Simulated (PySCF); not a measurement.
MoO₂Cl₂, optimised at GFN2-xTB:

```xyz
5

O     -0.0067     0.7030    -1.5470
Mo    -0.0148    -0.0354    -0.0885
O     -0.0224    -1.6702    -0.0806
Cl     1.7171     0.6218     0.9940
Cl    -1.7476     0.6378     0.9827
```

Method: PySCF energies (xtb for GFN2) plus ideal-gas RRHO corrections (1 bar). All species are closed-shell singlets. Mo: scalar-relativistic def2 core potential, no spin-orbit coupling.

List the harmonic frequencies (cm⁻¹, unscaled) at this level and at the other levels, each on its own geometry.


- GFN2-xTB: 121, 170, 177, 195, 244, 351, 360, 905, 979
- PBE/def2-SVP: 112, 169, 201, 228, 334, 419, 441, 997, 1016
- PBE0/def2-TZVP: 118, 181, 213, 244, 352, 449, 465, 1051, 1083
